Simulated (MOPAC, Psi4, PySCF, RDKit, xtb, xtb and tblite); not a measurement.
Two geometries of C6H7BO3, SMILES OB(O)/C=C\c1ccco1, relaxed at GFN2-xTB with one dihedral held; other torsions can differ between them too.

Structure A

```
17

O      1.5089     0.2028    -0.8209
B      2.5326     0.6728    -0.0638
O      2.6649     0.1890     1.1957
C      3.6089     1.7509    -0.4750
C      3.6635     2.6501    -1.4698
C      2.7081     2.9449    -2.5051
C      2.8135     3.8852    -3.5044
C      1.6280     3.8057    -4.2660
C      0.8786     2.8290    -3.6869
O      1.5176     2.3038    -2.6259
H      1.2610     0.7561    -1.5630
H      2.0067    -0.4684     1.4241
H      4.4628     1.7544     0.1922
H      4.5337     3.2927    -1.5502
H      3.6385     4.5478    -3.6681
H      1.3691     4.3921    -5.1234
H     -0.0874     2.4279    -3.9221
```

Structure B

```
17

O     -1.1073     0.3127    -0.0656
B     -2.3133     0.9611    -0.1666
O     -2.4483     2.1968     0.3570
C     -3.6040     0.3401    -0.8331
C     -4.1183    -0.8925    -0.7255
C     -3.6451    -1.9867     0.0827
C     -4.1705    -3.2531     0.1923
C     -3.3623    -3.9499     1.1164
C     -2.4035    -3.0686     1.5093
O     -2.5631    -1.8823     0.8947
H     -1.1285    -0.5177     0.4041
H     -1.6458     2.5557     0.7394
H     -4.1538     1.0273    -1.4647
H     -5.0177    -1.1534    -1.2717
H     -5.0276    -3.6322    -0.3255
H     -3.4783    -4.9629     1.4430
H     -1.5833    -3.1578     2.1942
```

Q: Which is lower in energy at the level B3LYP-D3(BJ)/def2-SVP // GFN2-xTB run with Psi4, and by how much?

A: A is lower, by 7.07 kcal/mol (dihedral H11–O1–B2–O3: 160° in A, 120° in B).

E(B) − E(A) in kcal/mol at the other levels, on the same two geometries: GFN2-xTB (xtb and tblite) 6.04; B3LYP/def2-SVP // GFN2-xTB (Psi4) 7.16; PBE/def2-SVP // GFN2-xTB (Psi4) 7.37; PBE-D3(BJ)/def2-SVP // GFN2-xTB (Psi4) 7.32; UFF // GFN2-xTB (RDKit) -21.87; PM3, restricted, heats of formation // GFN2-xTB (MOPAC) 5.89; PM6, restricted, heats of formation // GFN2-xTB (MOPAC) 3.60; GFN1-xTB // GFN2-xTB (xtb) 5.27; restricted B3LYP/6-31G*, spherical d, density fitting // GFN2-xTB (PySCF) 7.65; restricted Hartree-Fock/6-31G*, spherical d, density fitting // GFN2-xTB (PySCF) 6.76; restricted Hartree-Fock/LANL2DZ, density fitting // GFN2-xTB (PySCF) 7.81; restricted MP2 (frozen core)/6-31G*, spherical d // GFN2-xTB (PySCF) 7.43.
